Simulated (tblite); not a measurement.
Isomers of C5H8F3PSi. Calculated harmonic vibrations of the isolated species, GFN2-xTB (tblite), most abundant isotopes, no scaling. The method is semi-empirical: single wavenumbers can be off by several per cent or more. Modes of hydrogen on phosphorus and silicon can be 10 to 20 % off. One conformer each.

Electronic energies: GFN2-xTB at the same geometries; isomer energies are rough at this level and their order can be wrong.

```csv
SMILES,"electronic energy, lowest = 0 (kcal/mol)"
CC([SiH3])=C=PCC(F)(F)F,31.3
FC(F)(F)C1=C([SiH3])CPC1,0.0
FC(F)(F)P1CCC=C1[SiH3],5.0
```

Question: How do GFN2-xTB zero-point energies change the relative energies?

Answer: 
| SMILES | ZPE (kcal/mol) | of it from modes above 1550 cm⁻¹ | electronic (kcal/mol) | with ZPE, lowest = 0 (kcal/mol) | lowest mode (cm⁻¹) | rings |
| --- | --- | --- | --- | --- | --- | --- |
| FC(F)(F)C1=C([SiH3])CPC1 | 71.0 | 32.3 | 0.0 | 0.0 | 2i | 1 |
| FC(F)(F)P1CCC=C1[SiH3] | 72.0 | 33.4 | 5.0 | 6.0 | 37 | 1 |
| CC([SiH3])=C=PCC(F)(F)F | 70.8 | 33.9 | 31.3 | 31.1 | 14 | 0 |

The zero-point energies span 1.2 kcal/mol, from `CC([SiH3])=C=PCC(F)(F)F` to `FC(F)(F)P1CCC=C1[SiH3]`. Slightly imaginary modes are left out of the zero-point energy: `FC(F)(F)C1=C([SiH3])CPC1` 1.8i cm⁻¹. The order is unchanged.
